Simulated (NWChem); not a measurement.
ScCl₂ cation; SMILES [Cl][Sc+][Cl]

Program: NWChem. Pople sets run with spherical d functions. Structure relaxed at the PBE-D3(BJ)/def2-SVP level. The spin multiplicity was typed, not searched, and may not be the lowest. Total energies compare along this basis series because the functional is fixed.

```csv
level,basis functions,energy (Ha),highest occupied level (eV),orbital gap (eV)
Hartree-Fock/STO-3G,36,-1661.3168,-16.52,11.22
Hartree-Fock/3-21G,53,-1670.5140,…,…
Hartree-Fock/6-31G*,70,-1678.5573,-17.47,11.25
```

**Question.** Some entries are withheld; supply them.

**Answer.** 
- Hartree-Fock/3-21G, highest occupied level (eV): -17.67
- Hartree-Fock/3-21G, orbital gap (eV): 11.13
